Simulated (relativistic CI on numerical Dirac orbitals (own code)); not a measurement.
**Yb33+: q coefficients and field-shift factors**

These numbers are calculated, not measured: Dirac-Coulomb-Breit CI, orbitals from a KLI potential per configuration, derivatives by finite differences, unscaled Slater integrals, QED left out (own radial code, finite nucleus).

Configurations in the expansion (outside the closed core [Ar] 3d10): 4s²4p⁶4d, 4s²4p⁶4f, 4s²4p⁵4d², 4s4p⁶4d², 4s²4p⁵4d4f, 4s4p⁶4d4f. Double excitations out of closed p, d and f shells are left out; levels of such configurations are missing from the list, as are those of other unlisted configurations, and high levels can miss mixing partners.

With x = (α/α₀)² − 1 an excitation energy changes as ω = ω₀ + qx; K = 2q/ω₀ is the relative enhancement. Terms are leading LS components, so labels can repeat. The field-shift factor is F = δν/δ⟨r²⟩ for the transition from the lowest level.

Lowest level 4s²4p⁶4d ²D3/2.

| Level | ω₀ (cm⁻¹) | q (cm⁻¹) | F (GHz/fm²) |
| --- | --- | --- | --- |
| 4s²4p⁶4d ²D5/2 | 112500 | 113700 | 2.48 |
| 4s²4p⁵4d² ⁴D°1/2 | 1109920 | 56110 | 7.44 |
| 4s²4p⁵4d² ⁴D°3/2 | 1111757 | 46050 | 7.15 |
| 4s²4p⁵4d² ⁴F°5/2 | 1136589 | 48470 | 7.05 |
| 4s²4p⁵4d² ⁴G°7/2 | 1151368 | 44050 | 6.21 |
| 4s²4p⁵4d² ⁴P°3/2 | 1202722 | 61230 | 7 |
| 4s²4p⁵4d² ⁴D°5/2 | 1206088 | 151000 | 9.05 |
| 4s²4p⁵4d² ⁴G°9/2 | 1228345 | 153400 | 8.25 |
| 4s²4p⁵4d² ⁴D°7/2 | 1229144 | 159300 | 8.95 |
| 4s²4p⁵4d² ²D°3/2 | 1246506 | 156600 | 9.4 |
| 4s²4p⁵4d² ⁴P°5/2 | 1249896 | 157700 | 9.37 |
| 4s²4p⁵4d² ⁴G°11/2 | 1257236 | 163200 | 8.44 |
| 4s²4p⁵4d² ²G°7/2 | 1268150 | 152800 | 9.42 |
| 4s²4p⁵4d² ⁴P°1/2 | 1282214 | 158500 | 9.17 |
| 4s²4p⁵4d² ²F°7/2 | 1299691 | 159100 | 9.82 |
| 4s²4p⁵4d² ²D°5/2 | 1304255 | 158800 | 9.59 |
| 4s²4p⁵4d² ²D°3/2 | 1314159 | 158000 | 9.72 |
| 4s²4p⁵4d² ²G°9/2 | 1317729 | 168200 | 9.9 |
| 4s²4p⁵4d² ²H°11/2 | 1347658 | 252200 | 10.4 |
| 4s²4p⁵4d² ²F°5/2 | 1352605 | 154000 | 10.8 |
| 4s²4p⁵4d² ²D°5/2 | 1363430 | 262300 | 11.5 |
| 4s²4p⁵4d² ²F°7/2 | 1367369 | 249400 | 10.9 |
| 4s²4p⁵4d² ²G°9/2 | 1385995 | 250000 | 11.5 |

At this charge energies of transitions that change n are usually good to better than 1 %, and those within a shell (Δn = 0) to a few per cent.

(1) Which transition from the lowest level has the largest |K|?

Answers

(1) 4s²4p⁶4d ²D5/2 at 112500 cm⁻¹, K = 2.02.
